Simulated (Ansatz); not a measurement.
`N[SiH2]I` + H₂ → `[SiH3]I` + NH₃ at 500 K and 1 bar (hydrogenolysis of the Si–N bond).

Gas-phase electronic energies from Ansatz, PBE0-D4/def2-TZVP geometries. CCSD(T)/CBS adds triple-zeta CCSD(T) − MP2 to the extrapolated MP2 energy (def2 sets, frozen cores). This one scheme is used for every species. Elements past krypton have def2 core potentials. For I outer-core shells are correlated without core-valence functions, which leaves a few kJ/mol of doubt a bond. Each species was taken in one conformer, which may not be the lowest.

| species | CCSD(T)/CBS energy (Eh) | H − E (kJ/mol) | S (J/(mol·K)) |
| --- | --- | --- | --- |
| `N[SiH2]I` | -643.69654 | 150.2 | 360.6 |
| H₂ | -1.17544 | 41.0 | 145.5 |
| `[SiH3]I` | -588.34840 | 91.1 | 303.2 |
| NH₃ | -56.50880 | 108.2 | 211.8 |

H − E and S are ideal-gas, rigid-rotor, harmonic terms from PBE0-D4/def2-TZVP, for one conformer and one mirror image of each species. The MP2-based limit puts H₂ 0.8 mEh under its directly extrapolated value; such offsets cancel only in part. 1 Eh = 2625.50 kJ/mol, R = 8.31446 J/(mol·K).

Problem. By hand: ΔE, ΔH, ΔS and ΔG.

Solution. ΔE = (-588.34840) + (-56.50880) − (-643.69654) − (-1.17544) = 0.01478 Eh = 38.8 kJ/mol. Δ(H − E) = 91.1 + 108.2 − 150.2 − 41.0 = 8.1, so ΔH = 46.9 kJ/mol. ΔS = 303.2 + 211.8 − 360.6 − 145.5 = 8.9 J/(mol·K). ΔG = 46.9 − 500 × (8.9)/1000 = 42.4 kJ/mol.

Problem. By hand: the equilibrium constant, and the temperature at which ΔG would vanish if ΔH and ΔS stayed fixed.

Solution. log₁₀ K = −ΔG/(RT ln 10) = -4.4. ΔG = 0 at ΔH/ΔS = 5270 K, far beyond where these terms or the molecules hold.

The number of gas molecules stays the same, so ΔS is small and ΔH decides. A doubt of 5 kJ/mol in ΔE shifts log₁₀ K by 0.5 here. Other conformers and mirror images would add mixing entropy, several J/(mol·K) or more a flexible species. These are equilibria of isolated gas molecules and say nothing of rates. Largest T1 diagnostic: 0.009 (customary marks: 0.02 for closed shells, 0.045 for open ones).
